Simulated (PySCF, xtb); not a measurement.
F6S, SMILES FS(F)(F)(F)(F)F (connectivity only; charge and spin as stated), charge +1, multiplicity 2.

The structure is a stationary point at PBE0-D3(BJ)/def2-SVP. A frequency run showed that this geometry is not a minimum. The spin state was assumed, not searched.

Computed with C-PCM-PBE0/def2-SVP (PySCF).

The values are the electrostatic part of the solvation free energy, E(continuum) − E(gas) at the gas-phase geometry, in a cavity of scaled van der Waals radii (PySCF's table); cavitation and dispersion terms are not included.

Computed values in water (ε = 78.36), dimethylsulfoxide (ε = 46.83), dichloromethane (ε = 8.93):
```
solvent                ε  ΔG(elec) (kcal/mol)
-----------------  -----  -------------------
water              78.36                -61.3
dimethylsulfoxide  46.83                -60.8
dichloromethane     8.93                -55.1
```

For comparison, GFN2-xTB/ALPB(water) (xtb, at the GFN2-xTB geometry, all terms of that model) gives -64.2 kcal/mol.
